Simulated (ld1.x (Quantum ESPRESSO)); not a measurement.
## PBE PAW dataset for calcium (Ca), fully relativistic all-electron reference.

ld1.x (Quantum ESPRESSO) 7.5 input, shortened:

```
&input
   title='Ca', zed=20., rel=2, dft='PBE', iswitch=3,
   config='[Ar] 3d0 4s2 4p0', rel_dist='average'
 /
 &inputp
   pseudotype=3, lpaw=.true., tm=.true., lloc=-1, rcloc=1.65,
   nlcc=.true., new_core_ps=.true.,
   which_augfun='BESSEL', rmatch_augfun=1.25
 /
6
3S  1  0   2.00   0.00  1.55  1.95  0.0
4S  2  0   2.00   0.00  1.55  1.95  0.0
3P  2  1   6.00   0.00  1.75  1.80  0.0
4P  3  1   0.00   0.00  1.75  1.80  0.0
3D  3  2   0.00   0.00  2.20  2.45  0.0
3D  3  2   0.00   4.05  2.20  2.45  0.0
 &test
   configts(1)='3s2 3p6 3d0 4s2 4p0'
 /
```

Open shells are filled in proportion to 2j + 1 (rel_dist='average').

Calculated quality:

* Largest excitation error: +159 meV (all-electron minus pseudo) for 3s2 3p6 3d1 4s0 4p0, out of 7 test configurations

The ghost test of this file was not conclusive.

Generation and tests took about 3.2 s on one core of a shared server CPU.
